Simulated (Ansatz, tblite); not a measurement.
Removing and adding an electron: the cluster Na6 (the lowest singlet isomer of a short search). Charge 0, multiplicity 1. Geometry: B3LYP/def2-SVP. Ansatz, gas phase; energy differences of separate SCF runs; the oxidised species was run as a doublet alone; the reduced species was run as a doublet alone.

```xyz
6

Na    3.3952   -1.9354    0.4314
Na    1.7412    0.7372   -0.8821
Na    0.0644   -1.7660    1.1151
Na   -3.2857   -1.3943    1.6668
Na   -0.1113    3.3258   -2.1012
Na   -1.8039    1.0328   -0.2300
```

The xTB rows come from tblite. Correlated methods freeze 6 core orbitals; core or outer-core shells of Na are correlated, in sets that lack core-valence functions. The rows differ in basis, and correlated rows in double-zeta sets carry the largest basis error. In CCSD on the charge 1 doublet the largest single amplitude is 0.21, so its Hartree–Fock determinant may place the open shell otherwise than the density functionals do. The structure comes from a short search, and lower isomers may exist.

Problem. Estimate orbital energies and vertical ionisation energies and electron affinities at: GFN1-xTB; GFN2-xTB; PBE/def2-TZVPD; r2SCAN/def2-TZVP; r2SCAN/def2-TZVPD; PBE0/def2-TZVP; PBE0/def2-TZVPD; CCSD/def2-SVP; CCSD(T)/def2-SVP.

Solution. 
```
            level  −HOMO (eV)  vertical IE (eV)  −LUMO (eV)  vertical EA (eV)  HOMO–LUMO gap (eV)  IE − EA (eV)                                                                                                            remarks
         GFN1-xTB        8.02              9.33        6.47              5.35                1.55          3.98                                                                                                                  –
         GFN2-xTB        4.72              6.65        3.59              1.52                1.13          5.13                                                                                                                  –
   PBE/def2-TZVPD        3.06                 –        1.85              0.76                1.21             –                                              HOMO above zero (-1 doublet), restricted SCF unstable in HF (singlet)
 r2SCAN/def2-TZVP        3.04              4.30        1.72                 –                1.32             –                                restricted SCF unstable in HF (singlet), spin-contaminated (⟨S²⟩ 0.91) (+1 doublet)
r2SCAN/def2-TZVPD        3.04                 –        1.72              0.82                1.32             –  HOMO above zero (-1 doublet), restricted SCF unstable in HF (singlet), spin-contaminated (⟨S²⟩ 0.99) (-1 doublet)
   PBE0/def2-TZVP        3.48              4.47        1.42                 –                2.06             –                                                                            restricted SCF unstable in HF (singlet)
  PBE0/def2-TZVPD        3.48                 –        1.42              0.72                2.06             –  HOMO above zero (-1 doublet), restricted SCF unstable in HF (singlet), spin-contaminated (⟨S²⟩ 0.84) (-1 doublet)
    CCSD/def2-SVP           –              4.37           –                 –                   –             –                                      restricted SCF unstable (singlet), spin-contaminated (⟨S²⟩ 1.33) (+1 doublet)
 CCSD(T)/def2-SVP           –              4.41           –                 –                   –             –                                      restricted SCF unstable (singlet), spin-contaminated (⟨S²⟩ 1.33) (+1 doublet)
```

Relaxing the reduced species (B3LYP/def2-SVPD) changes its energy by -0.05 eV at PBE/def2-TZVPD, so the adiabatic electron affinity to this nearest minimum is 0.81 eV. At PBE0/def2-TZVPD it is 0.78 eV. The highest occupied level of the relaxed charge -1 doublet lies above zero (up to 0.21 eV). By energy differences its removal costs 0.81 eV (each at its own geometry, to the charge 0 singlet, at PBE/def2-TZVPD); the vertical value is larger still, so the positive level points to self-interaction error.  Run but left out: HF/def2-SVP (singlet: restricted singlet, unstable towards broken spin symmetry); PBE/def2-TZVP (charge +1 doublet: an occupied level 0.04 eV above an empty one); MP2/def2-SVP (charge +1 doublet: ⟨S²⟩ 1.33, where a pure state has 0.75).   A HOMO above zero means that the electron is unbound at that level or that self-interaction error raises the level; the energy of removing that electron tells which. Raw xTB energy differences between charge states are shifted by several eV; the methods need an empirical correction for them.
